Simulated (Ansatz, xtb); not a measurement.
# Two isomers of C4H6B2S

Structure X: `BC1=C(S)BC=C1`, a singlet. Structure Y: `BC1=CB(S)C=C1`, a singlet. Both are isolated molecules in the gas phase, relaxed with B3LYP/def2-SVP; the shapes shown needn't be the lowest conformers.

X (Å):

```yaml
atoms:
  - { symbol: C, position_ang: [-0.8640, -0.1411, -0.7656] }
  - { symbol: C, position_ang: [0.1313, 0.7563, -0.4032] }
  - { symbol: C, position_ang: [-1.2980, 0.3258, 1.5824] }
  - { symbol: C, position_ang: [-1.6917, -0.3610, 0.4695] }
  - { symbol: B, position_ang: [-1.0989, -0.7864, -2.1173] }
  - { symbol: B, position_ang: [-0.0701, 1.1404, 1.1739] }
  - { symbol: S, position_ang: [1.4133, 1.4457, -1.2979] }
  - { symbol: H, position_ang: [-2.0139, -1.5564, -2.2907] }
  - { symbol: H, position_ang: [-0.3741, -0.5460, -3.0586] }
  - { symbol: H, position_ang: [1.1795, 0.8522, -2.4995] }
  - { symbol: H, position_ang: [0.6291, 1.8972, 1.7948] }
  - { symbol: H, position_ang: [-1.8158, 0.2514, 2.5396] }
  - { symbol: H, position_ang: [-2.5508, -1.0422, 0.4286] }
```

Y (Å):

```xyz
13

C    -1.2886   -0.6018   -1.1415
C    -0.9154    0.6932   -1.3677
C     1.0256   -0.6249   -0.4910
C    -0.0938   -1.3732   -0.6117
B    -2.7054   -1.1533   -1.3991
B     0.6253    0.8094   -0.9696
S     1.5701    2.3177   -1.0955
H    -2.9811   -2.3111   -1.1882
H    -3.5592   -0.4118   -1.8223
H    -1.6074    1.4466   -1.7527
H     2.7580    1.8459   -0.6460
H     1.9785   -1.0140   -0.1261
H    -0.1781   -2.4373   -0.3636
```

Quicker runs give these differences E(Y) − E(X): GFN2-xTB −12.2 kcal/mol; HF/STO-3G −26.6 kcal/mol (at GFN2-xTB geometries); r2SCAN-D4/def2-SVP −25.5 kcal/mol (at GFN2-xTB geometries).

**Question.** Estimate E(Y) − E(X) at the level CCSD(T)/def2-SVP + ΔMP2/def2-TZVPP.

**Answer.** Calculated at CCSD(T)/def2-SVP + ΔMP2/def2-TZVPP: E(Y) − E(X) = −27.4 kcal/mol, so structure Y lies lower.

How the difference moves with the method:

```tsv
level	geometry	E(Y) − E(X) (kcal/mol)	departure from the last row (kcal/mol)	job, with rough time for the two
GFN2-xTB	GFN2-xTB	−12.2	+15.2	optimisation, 1.3 s
HF/STO-3G	GFN2-xTB	−26.6	+0.8	single point, 2.4 s
r2SCAN-D4/def2-SVP	GFN2-xTB	−25.5	+1.9	single point, 14 s
B3LYP/def2-SVP	B3LYP/def2-SVP	−26.0	+1.5	optimisation, 2.3 min
HF/def2-SVP	B3LYP/def2-SVP	−30.4	−2.9	part of the CCSD(T) run
MP2/def2-SVP	B3LYP/def2-SVP	−29.1	−1.6	part of the CCSD(T) run
CCSD(T)/def2-SVP	B3LYP/def2-SVP	−29.8	−2.4	single point
CCSD(T)/def2-SVP + ΔMP2/def2-TZVPP	B3LYP/def2-SVP	−27.4		single point, 3.9 min
```

As drawn, Y has 1 B–S, 1 C–H in place of 1 C–S, 1 B–H.

The levels shown agree on the order. The largest departure from CCSD(T)/def2-SVP + ΔMP2/def2-TZVPP is that of GFN2-xTB, 15.2 kcal/mol. The last row adds to CCSD(T) the change of the MP2 difference between the two basis sets, here +2.4 kcal/mol.

With thermal terms from frequencies at re-optimised GFN2-xTB minima (ideal gas, soft modes damped towards free rotors, one conformer each, 298.15 K, 1 atm): the zero-point term adds +1.3 kcal/mol; ΔH is −26.1 and ΔG −26.7 kcal/mol.

The correlated steps freeze 11 core orbitals. Programs: Ansatz 0.2.0, xtb 6.7.1; the last row on 2 threads of AMD EPYC (Zen 3) on a shared host.
